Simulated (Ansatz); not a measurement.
Z-matrix (Å, degrees):
```
C
C 1 1.518
H 1 1.092 2 110.4
H 1 1.096 2 110.6 3 -120.1
H 1 1.093 2 111.2 3 120.3
C 2 1.518 1 112.0 3 179.1
O 2 1.412 1 111.3 3 53.8
H 2 1.098 1 108.2 3 -61.8
H 6 1.092 2 110.4 1 -179.1
H 6 1.093 2 111.2 1 60.6
H 6 1.096 2 110.6 1 -59.0
Ga 7 1.783 2 126.0 1 62.9
O 12 1.779 7 110.9 2 179.9
H 12 1.546 7 128.3 2 -0.1
H 13 0.961 12 112.1 7 0.0
```

Charge 0, multiplicity 1.

(1) List the PBE0/def2-TZVPP orbital energies in eV (the Gaussian-basis code of Ansatz). (An estimate is asked.)

Answers

(1) Ansatz gave: Occupied: -10147.15, -1252.96, -1109.17, -1109.04, -1109.03, -522.22, -522.17, -279.56, -277.93, -277.93, -151.36, -104.40, -104.11, -104.10, -27.83, -27.24, -23.47, -23.39, -23.36, -23.24, -23.08, -21.41, -19.48, -16.46, -13.75, -13.40, -12.89, -12.20, -11.48, -11.07, -10.32, -10.22, -10.11, -9.33, -8.93, -7.99, -7.85. Lowest empty: -0.50, 0.08, 1.06, 1.84, 2.39, 2.50, 2.61, 2.90.
